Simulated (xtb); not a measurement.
Cl₃H₃Si₂, SMILES [SiH3][Si](Cl)(Cl)Cl. All values are semi-empirical tight-binding results from xtb (GFN2-xTB unless named), good for trends rather than for accurate numbers. Geometry: GFN2-xTB.

Optimised geometry:

```xyz
8

Si     1.2499    -0.2055     0.0303
Si    -1.0400     0.2006    -0.0314
Cl    -1.9964    -0.9466    -1.4115
Cl    -1.4698     2.1323    -0.5029
Cl    -1.9462    -0.1722     1.7514
H      1.5100    -1.6065     0.3653
H      1.8902     0.6372     1.0411
H      1.8611     0.0812    -1.2682
```
Charge 0, spin multiplicity 1.

```
Property                                        Value
--------------------------------------  -------------
point group as xtb finds it                       C3v
orbital gap                                   4.63 eV
dipole moment                                  1.88 D
zero-point energy                       17.9 kcal/mol
G − E(el) at 298.15 K (modified RRHO)   -3.7 kcal/mol
static polarisability (D4 model)           97.8 bohr³
solvation energy, GFN2-xTB/ALPB(water)  -2.2 kcal/mol
solvation energy, GFN2-xTB/ALPB(thf)    -6.1 kcal/mol
```

Computed atomic charges and the Wiberg bond orders between heavy atoms:
charges (e) Si1 0.40, Si2 0.49, Cl3 -0.22, Cl4 -0.22, Cl5 -0.22, H6 -0.07, H7 -0.07, H8 -0.07. Bond orders Si1–Si2 0.75, Si2–Cl3 1.10, Si2–Cl4 1.10, Si2–Cl5 1.10.
